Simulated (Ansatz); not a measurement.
Geometry optimisation, Ansatz 0.2.0, RKS B3LYP/def2-SVP.

The input (input.yaml):

```yaml
crystal:
  periodic: [false, false, false]
  atoms:
    - { symbol: Si, position_ang: [0.0, 0.0, 0.0] }
    - { symbol: Cl, position_ang: [0.0, 0.0, 2.48] }
    - { symbol: H, position_ang: [1.3768, 0.0, -0.4862] }
    - { symbol: "N", position_ang: [-0.8572, 1.4851, -0.6061] }
    - { symbol: H, position_ang: [-1.8773, 1.43, -0.8888] }
    - { symbol: H, position_ang: [-0.3367, 2.4058, -0.6766] }
    - { symbol: H, position_ang: [-0.6877, -1.1914, -0.4862] }
    - { symbol: F, position_ang: [-1.7936, 0.0, 0.596] }
    - { symbol: H, position_ang: [-1.3527, 0.0, 1.7054] }
basis:
  gaussian: { orbitals: def2-SVP }
hamiltonian:
  xc: b3lyp
relax:
  f_tol: 0.15
  max_steps: 25
  restrain:
    - { distance: [0, 7], at: 1.59, k: 30.0 }
    - { distance: [8, 1], at: 1.37, k: 30.0 }
    - { distance: [0, 1], at: 3.33, k: 30.0 }
    - { distance: [8, 7], at: 2.12, k: 30.0 }
```

Launched with:

```bash
$ ansatz run input.yaml --threads 2 --pin off --max-ram 3072MiB --backend cpu --events-out ev --progress --plain --runs-dir out
```

**Question.** Where does it end, and by what steps?

**Answer.** The forces met the threshold. The restraints hold the end off the free minimum; the threshold counts their pulls, which the force column leaves out. Restrained pairs: Si1–F8 (1.89 → 1.62 Å), Cl2–H9 (1.56 → 1.33 Å), Si1–Cl2 (2.48 → 3.34 Å), F8–H9 (1.19 → 2.12 Å). After 13 steps the energy has fallen by 3.156 eV (the restraints' own energy left out); H7 moved furthest, 1.28 Å.

```
step  energy less start (eV)  largest force component (eV/Å)  accepted
   0                  0.0000                           4.042       yes
   1                 -0.0818                           3.271       yes
   2                 -0.2680                           2.843       yes
   3                 -1.0340                           2.314       yes
   4                 -1.7221                           1.824       yes
   5                 -2.2378                           1.445       yes
   6                 -2.6101                           1.271       yes
   7                 -2.8326                           1.248       yes
   8                 -2.9185                           1.277       yes
   9                 -2.9942                           1.210       yes
  10                 -3.0618                           1.120       yes
  11                 -3.0729                           1.452       yes
  12                 -3.1435                           0.981       yes
  13                 -3.1561                           1.005       yes
```

```xyz
9
Properties=species:S:1:pos:R:3
Si -0.485 -0.203 -0.434
Cl -0.012 1.057 2.625
H 0.890 -0.482 0.030
N -0.744 1.466 -0.673
H -1.414 1.808 -1.352
H -0.569 2.135 0.071
H -0.793 -0.871 -1.726
F -1.464 -0.897 0.658
H -0.938 0.117 2.439
```

The run took 29 s on 2 threads of Arm Neoverse V2, on a shared host, peak memory 0.18 GiB.
